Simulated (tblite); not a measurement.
C7H7N (charge +1 and doublet state).
SMILES with atom numbers: `[H]/[N:7]=[CH:6]\[C:5]1=[CH:8][C:2]([CH2+:1])[CH:3]=[CH:4]1` (hydrogens: H9, H10 on C1; H11 on C3; H12 on C4; H13 on C6; H14 on N7; H15 on C8)

Structure optimised with GFN2-xTB, isolated species. This method treats the open shell by occupation alone, without spin polarisation.

**Question.** List the bond lengths, angles and torsions at this level.

**Answer.** 
```
  bond  length (bohr)
 C1–C2          2.541
 C2–C3          2.752
 C3=C4          2.588
 C4–C5          2.719
 C5–C6          2.753
 C6=N7          2.347
 C5=C8          2.613
 C2–C8          2.742
 C1–H9          2.038
C1–H10          2.038
C3–H11          2.030
C4–H12          2.030
C6–H13          2.064
N7–H14          1.909
C8–H15          2.031
```

A selection of angles:
```
    angle  degrees
 C2–C1–H9    121.7
C2–C1–H10    121.2
H9–C1–H10    117.1
 C1–C2–C3    127.2
 C1–C2–C8    126.8
 C3–C2–C8    105.9
 C2–C3–C4    108.7
C2–C3–H11    124.4
C4–C3–H11    126.9
 C3–C4–C5    108.5
C3–C4–H12    126.1
C5–C4–H12    125.4
 C4–C5–C6    126.2
 C4–C5–C8    108.9
 C6–C5–C8    124.9
 C5–C6–N7    128.9
C5–C6–H13    114.7
N7–C6–H13    116.4
C6–N7–H14    129.0
C5–C8–H15    127.2
 C2–C8–C5    108.0
C2–C8–H15    124.8
```

Torsions: C1–C2–C3–C4 180° (antiperiplanar); C2–C3–C4–C5 0° (synperiplanar); C3–C4–C5–C6 180° (antiperiplanar); C4–C5–C6–N7 0° (synperiplanar); C4–C5–C8–C2 0° (synperiplanar); C1–C2–C8–C5 180° (antiperiplanar); H14–N7–C6–C5 0° (synperiplanar).

C2 (carbon bonded to 3 C) is planar (angles 127.2°, 126.8° and 105.9°, sum 360.0°, 0.00 Å off the plane of its three neighbours). C5 (carbon bonded to 3 C) is planar (angles 126.2°, 124.9° and 108.9°, sum 360.0°, 0.00 Å off the plane of its three neighbours). N7 (nitrogen bonded to C and H) is bent (angle 129.0°). C4 (carbon bonded to 2 C and H) is planar (angles 126.1°, 125.4° and 108.5°, sum 360.0°, 0.00 Å off the plane of its three neighbours). Of the pairs four or more bonds apart, C4···H14 is among the closest relative to their van der Waals radii: 2.98 Å, 103 % of the sum of Bondi's values. C6 (carbon bonded to C, N and H) is planar (angles 128.9°, 116.4° and 114.7°, sum 360.0°, 0.00 Å off the plane of its three neighbours). The 5-membered ring C2–C3–C4–C5–C8 has internal angles of 105.9° to 108.9°; it is planar, 0.00 Å rms from its mean plane, widest ring torsion 0°.

Point group: Cs (tolerance 0.08 Å). Its GFN2-xTB frequencies are all real (lowest 21 cm⁻¹). Torsions: H–C1–C2–C3 180° and 0°, C4–C5–C6–N7 0°.

One conformer stands for the species.

All values are computed, not measured.
